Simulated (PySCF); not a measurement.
C2H5Se, multiplicity 2. Atoms are numbered in the order given.

```xyz
8

C      1.5285     0.1984    -0.5613
Se    -0.0132    -0.2071     0.3924
C     -1.3278     0.5142    -0.8695
H      2.4808    -0.0954    -0.1169
H      1.4975     0.9325    -1.3687
H     -1.1564     1.5897    -1.0132
H     -1.2541    -0.0168    -1.8278
H     -2.3224     0.3553    -0.4319
```
Charge 0, spin multiplicity 2.

The structure is a stationary point at B3LYP-D3(BJ)/def2-SVP. The isomer is the one that the SMILES or the coordinates give; other isomers of the formula were not compared.

Calculation: PBE0/def2-TZVPD (PySCF).

Mulliken values depend strongly on the basis, most of all with diffuse functions as here. ESP charges are fitted to the potential on shells at 1.4 to 2.0 van der Waals radii. Atomic charges (e):

| atom | Mulliken | ESP fit | meta-Löwdin | Mulliken spin |
|---|---|---|---|---|
| C1 | -0.50 | -0.58 | [?] | 0.86 |
| Se2 | 0.04 | 0.07 | 0.25 | 0.19 |
| C3 | -0.59 | -0.69 | [?] | -0.01 |
| H4 | 0.19 | 0.24 | [?] | -0.01 |
| H5 | 0.24 | 0.23 | [?] | -0.03 |
| H6 | 0.21 | 0.24 | 0.13 | 0.00 |
| H7 | 0.22 | 0.24 | 0.13 | 0.01 |
| H8 | 0.18 | 0.24 | 0.14 | 0.00 |

Question: Complete the blanks. (An estimate is asked for; the answer gives what the named calculation found.)

Answer: 
- C1, meta-Löwdin: -0.48
- C3, meta-Löwdin: -0.44
- H4, meta-Löwdin: 0.13
- H5, meta-Löwdin: 0.13
